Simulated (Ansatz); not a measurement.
Ansatz (an electronic-structure program) input file for C3H4FNSi, SMILES F[Si@@H]1N=CC=C1, CAM-B3LYP/def2-SVPD. Geometry optimised at ωB97X-D3(BJ)/def2-SVP. The structure was generated by enumeration; whether it is a known compound was not checked.

Ansatz 0.2 input:
```yaml
crystal:
  periodic: [false, false, false]
  atoms:
    - {symbol: F, position_ang: [1.98116937, 0.16646884, -0.66105977]}
    - {symbol: Si, position_ang: [0.76027485, -0.14305917, 0.36217437]}
    - {symbol: C, position_ang: [-0.46685032, 1.26688175, 0.51716423]}
    - {symbol: C, position_ang: [-1.62817333, 0.74093740, 0.08967440]}
    - {symbol: C, position_ang: [-1.51973246, -0.69815598, -0.37317138]}
    - {symbol: N, position_ang: [-0.39228429, -1.29522901, -0.33543733]}
    - {symbol: H, position_ang: [1.35582161, -0.63429531, 1.62518909]}
    - {symbol: H, position_ang: [-0.37947558, 2.29196783, 0.88392655]}
    - {symbol: H, position_ang: [-2.58944645, 1.26632482, 0.05639168]}
    - {symbol: H, position_ang: [-2.42674490, -1.21076424, -0.74035268]}
basis:
  gaussian:
    orbitals: def2-SVPD
hamiltonian:
  xc: {name: CAM-B3LYP}
```

It prints:

```
WARN ansatz: RAYON_NUM_THREADS=1 ignored (pool sized by the plan → 1); use --threads N
Functional definition: CAM-B3LYP
integrals: 0.11 GiB planned
1360 factors; their error is unknown
integrals: 0.14 GiB planned
540 factors; integrals over basis functions are off by at most 1.2e-5 eV
mean field: 1.01 GiB planned
mean field evaluation 1: about -15245.0234 eV, gradient 5.4e1 eV
mean field evaluation 2: about -15243.4754 eV, gradient 6.3e1 eV
mean field evaluation 4: about -15250.9516 eV, gradient 2.7e0 eV
mean field evaluation 8: about -15250.9699 eV, gradient 5.9e-2 eV
mean field evaluation 16: about -15250.9943 eV, gradient 2.7e-4 eV
mean field -15250.99434678 eV, -560.4637047490 hartree, gradient 4.0e-5 eV, S^2 0.000000; 0 other end points of the search recorded, 0 dependent functions left out
reference -15250.99448358 eV, -560.4637097764 hartree; 26, 26 occupied and 133, 133 virtual orbitals, 1360 factors
Total energy: -15250.99448358 eV, -560.4637097764 hartree
```

Self-consistency was reached.
